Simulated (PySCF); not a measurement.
Species: C₂H₉GeNS.
Cartesian coordinates in Å at the PBE0-D3(BJ)/def2-SVP level; atoms count from 1:
```
atom  x, y, z in Å
C1    -1.6379   -0.6302    0.7223
N2    -0.4204    0.1221    0.5836
C3    -0.5875    1.5434    0.4407
Ge4    1.1162   -0.6822    0.0184
S5     2.8316    0.3629    0.9918
H6    -2.2162   -0.2788    1.5979
H7    -2.3072   -0.5551   -0.1605
H8    -1.4198   -1.6972    0.8827
H9    -1.0752    1.8388   -0.5120
H10   -1.2083    1.9438    1.2634
H11    0.3898    2.0481    0.4974
H12    1.3846   -0.5906   -1.5037
H13    1.0208   -2.1412    0.4900
H14    3.3708    0.7707   -0.1758
```

Method used: TDDFT CAM-B3LYP/def2-SVPD, vertical, gas phase, core orbitals frozen in the response (PySCF). The CAM-B3LYP/def2-SVPD calculation is non-relativistic and has no spin–orbit coupling, an omission that weighs most on germanium.

Orbital energies (eV): HOMO-3 -11.14, HOMO-2 -10.28, HOMO-1 -8.69, HOMO -7.64, LUMO 0.73, LUMO+1 0.84, LUMO+2 1.54.

Lowest singlets, with some entries withheld (?).

| state | λ (nm) | f | main configurations (H = HOMO, L = LUMO) |
| --- | --- | --- | --- |
| S1 | 226.6 | 0.029 | H→L (87%) |
| S2 | 213.6 | 0.029 | H→L+1 (64%), H→L+2 (12%) |
| S3 | ? | 0.0002 | ? |
| S4 | 202.0 | 0.027 | H→L+2 (48%), H→L+1 (12%), H-1→L+1 (12%) |
| S5 | 200.7 | ? | H-1→L+1 (78%), H→L+2 (8%) |
| S6 | ? | ? | H→L+3 (70%), H→L+5 (11%), H→L+2 (9%) |
| S7 | 181.4 | ? | H→L+6 (51%), H→L+4 (19%), H→L+5 (17%) |
| S8 | 174.7 | 0.013 | ? |
| S9 | 169.5 | 0.0017 | ? |
| S10 | 168.3 | 0.0070 | H→L+5 (35%), H→L+3 (13%) |

Question: Fill in the withheld entries.

Answer: 
- S3: λ = 211.9 nm; H-1→L (60%), H-1→L+3 (9%)
- S5: f = 0.057
- S6: λ = 189.0 nm; f = 0.014
- S7: f = 0.0091
- S8: H→L+4 (42%), H→L+7 (26%), H→L+6 (22%)
- S9: H-1→L+2 (43%), H-1→L+3 (20%), H→L+5 (10%)

Question: How far apart are S3 and S6, in eV and cm⁻¹?

Answer: 6.562 − 5.852 = 0.710 eV, or about 5720 cm⁻¹.

Question: What is the vertical ionisation energy by ΔSCF at this level?

Answer: 8.21 eV; −ε(HOMO) is 7.64 eV.

Question: Which level carries the most intensity, and what share of the listed sum of f?

Answer: S5, with f = 0.057 of 0.187, 31%.

One conformer stands for the species.

Without π bonds the low states are Rydberg-like; a valence basis with one diffuse set may place them up to an eV too high.
